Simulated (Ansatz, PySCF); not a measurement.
This PySCF input computes a r2SCAN/def2-TZVPD energy:

```python
from pyscf import gto, scf, dft

mol = gto.M(
    atom='''
    Ga   -0.15008492    0.17876086    0.45425558
    Cl   -1.74237149   -1.19638979   -0.45388366
    Cl    0.22404818    1.89284813   -1.01987532
    Cl    1.79200758   -1.02243402    0.64541056
    ''',
    basis='def2-tzvpd',
    charge=-1,
    spin=1,
    verbose=4,
)

mf = dft.UKS(mol, xc='r2scan').density_fit(auxbasis='def2-universal-jkfit')
mf.grids.level = 4
mf.conv_tol = 1e-9
mf.max_cycle = 100
mf.max_memory = 1500
mf.kernel()
if not mf.converged:
    mf = mf.newton()
    mf.kernel(mf.make_rdm1())
for _ in range(2):
    mo, _, stable, _ = mf.stability(return_status=True)
    if stable:
        break
    mf.kernel(mf.make_rdm1(mo, mf.mo_occ))
mf.analyze()
```

Write an input for the same energy in Ansatz (a program for electronic structure) and say what it gives.


Ansatz 0.2 input:
```yaml
crystal:
  periodic: [false, false, false]
  atoms:
    - {symbol: Ga, position_ang: [-0.15008492, 0.17876086, 0.45425558]}
    - {symbol: Cl, position_ang: [-1.74237149, -1.19638979, -0.45388366]}
    - {symbol: Cl, position_ang: [0.22404818, 1.89284813, -1.01987532]}
    - {symbol: Cl, position_ang: [1.79200758, -1.02243402, 0.64541056]}
basis:
  gaussian:
    orbitals: def2-TZVPD
hamiltonian:
  xc: {name: r2SCAN}
total_charge: -1
magnetization: {spin_polarized: true, initial_magnetization: 1}
output: {forces: true}
```
It gives -3305.64026 Eh, and PySCF -3305.64020 Eh, a difference of 0.06 mEh, from the treatment of integrals and grids.
